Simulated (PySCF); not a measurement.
C₅H₅NS.
SMILES: `C=Nc1ccsc1`

Torsions of this conformer, `[CH2:1]=[N:2][c:3]1[cH:4][cH:5][s:6][cH:7]1`: C1–N2–C3–C4 144°.

The closed-shell ground state was solved at several levels (PySCF, density fitting, gas phase, non-relativistic). The structure is a single PBE0-D3(BJ)/def2-SVP conformer in the gas phase; no vibrational or solvent corrections.

```csv
level,basis functions,HOMO (eV),LUMO (eV),gap (eV),dipole (D)
CAM-B3LYP/def2-SVPD,187,-7.84,-0.16,7.68,1.26
wB97X-D/pcSseg-2,329,-8.35,0.50,8.85,1.26
```

Problem. Estimate the row for PBE0/pcSseg-1, a basis of 151 functions; the other rows only guide the guess.

Solution. HOMO -6.64 eV, LUMO -1.20 eV, gap 5.44 eV, dipole 1.26 D.

Problem. Over all these levels, which gives the widest orbital gap and which the narrowest?

Solution. wB97X-D/pcSseg-2 (range-separated hybrid) has the widest, 8.85 eV, and PBE0/pcSseg-1 (global hybrid, 25 % exact exchange) the narrowest, 5.44 eV. Functional and basis both differ between the two, so the spread mixes both effects.

Problem. How far do the dipole and the HOMO energy spread over the levels?

Solution. The dipole runs from 1.26 to 1.26 D (mean 1.26 D) and the HOMO from -8.35 to -6.64 eV.
